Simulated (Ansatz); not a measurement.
Gas-phase electronic energies from Ansatz, PBE0-D4/def2-TZVP geometries. CCSD(T)/CBS adds triple-zeta CCSD(T) − MP2 to the extrapolated MP2 energy (def2 sets, frozen cores). Functionals use def2-TZVPP. Elements past krypton have def2 core potentials. For Cd outer-core shells are correlated without core-valence functions, which leaves a few kJ/mol of doubt a bond. Each species was taken in one conformer, which may not be the lowest.

`C[CH2][Cd][Cl]` + `CBN` → `C[CH2][Cd][NH2]` + `CBCl`  (redistribution)

`C[CH2][Cd][Cl]`:

```xyz
9

C     0.658   -0.178   -1.020
C    -0.559    0.306   -0.246
Cd   -0.474   -0.025    1.838
Cl   -0.383   -0.385    4.105
H     0.814   -1.254   -0.913
H     0.546    0.024   -2.091
H     1.577    0.316   -0.696
H    -0.708    1.381   -0.380
H    -1.470   -0.185   -0.597
```

`CBN`:

```xyz
9

C     0.401   -0.921   -0.612
B    -0.254   -0.062    0.525
N    -0.356    1.323    0.437
H    -0.313   -1.660   -0.991
H     1.241   -1.502   -0.215
H     0.766   -0.338   -1.463
H    -0.693   -0.579    1.518
H    -0.772    1.891    1.154
H    -0.020    1.850   -0.352
```

`C[CH2][Cd][NH2]`:

Cartesian coordinates in Å:
```
C 1.768 0.257 0.710
C 0.298 0.198 1.110
Cd -1.040 -0.206 -0.473
N -2.264 -0.744 -1.988
H 1.962 1.040 -0.028
H 2.410 0.466 1.573
H 2.114 -0.684 0.275
H -0.013 1.142 1.565
H 0.139 -0.575 1.867
H -3.251 -0.675 -1.769
H -2.123 -0.219 -2.843
```

`CBCl`:

```xyz
7

C     0.288   -0.307    0.584
B    -0.427    0.340   -0.627
Cl    0.457    0.857   -2.047
H     1.363   -0.438    0.467
H    -0.173   -1.278    0.804
H     0.097    0.303    1.476
H    -1.606    0.524   -0.658
```

```json
{"level": "B2PLYP", "ΔE (kcal/mol)": "44.2"}
{"level": "HF/def2-TZVPP", "ΔE (kcal/mol)": "51.2"}
{"level": "SCS-MP2/def2-TZVPP", "ΔE (kcal/mol)": "42.4"}
{"level": "MP2/CBS(def2)", "ΔE (kcal/mol)": "42.9"}
```

**Question.** What does CCSD(T)/CBS give? (Estimate.)

**Answer.** The calculation gave: +43.9 kcal/mol. The listed levels differ from it by 0.3, 7.3, -1.5, -1.0 kcal/mol.

Largest T1 diagnostic among the species: 0.013.

Leaving LDA and LC-ωPBE aside and taking each functional with its dispersion term where it has one, the values, not all of them listed here, spread over 6.0 kcal/mol, from revPBE-D4 to BHLYP-D4. From BLYP to BHLYP (50 % exact exchange), in def2-TZVPP and without D4, ΔE moves by +4.8 kcal/mol.
